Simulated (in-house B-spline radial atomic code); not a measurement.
## Ionising Bi⁶⁺ with different functionals

Computed with an all-electron radial atomic-structure program (B-spline basis): scalar-relativistic (spin-free X2C) Hamiltonian, Fermi nucleus of rms radius 5.5211 fm, spin-polarised at highest spin, spherical fractional occupations for the functionals, and exact exchange of hybrids averaged over the configuration. The ionisation energy is the difference of two self-consistent energies, [Xe] 4f14 5d9 → [Xe] 4f14 5d8, without Breit or QED terms; ε is the level of the shell that loses the electron (its least bound occupied spin orbital). There is no spin-orbit coupling in this Hamiltonian.

| method | rung | ΔSCF (eV) | -ε(5d) (eV) |
| --- | --- | --- | --- |
| PBE0 | global hybrid | 106.59 | 100.24 |
| B3LYP | global hybrid | 106.58 | 99.72 |
| TPSSh | global hybrid | 106.54 | 98.72 |
| BHandHLYP | global hybrid | 106.42 | 102.56 |
| r2SCAN0 | global hybrid | 106.80 | 100.53 |
| B97-1 | global hybrid | ? | ? |
| HSE06 | range-separated hybrid | 106.53 | 99.77 |
| wB97X | range-separated hybrid | 106.33 | 102.63 |
| CAM-B3LYP | range-separated hybrid | ? | ? |
| LC-wPBE | range-separated hybrid | 106.44 | 102.92 |

Task: What does B97-1 give?

Result: ΔSCF 106.59 eV, and -ε(5d) = 99.82 eV.

Task: What does CAM-B3LYP give?

Result: ΔSCF 106.51 eV, and -ε(5d) = 101.66 eV.

Task: Among the functionals, which spreads more, the ΔSCF values or the orbital energies?

Result: The orbital energies: ΔSCF values span about 0.47 eV and the orbital energies 4.20 eV; here energy differences depend much less on the functional than eigenvalues do.

Task: How do they compare with the NIST value?

Result: NIST lists 103 eV ± 2 (tabulated theory, ground level to ground level). Errors run from +3.33 to +3.80 eV; all lie within about twice that uncertainty, so the table can't rank the methods.
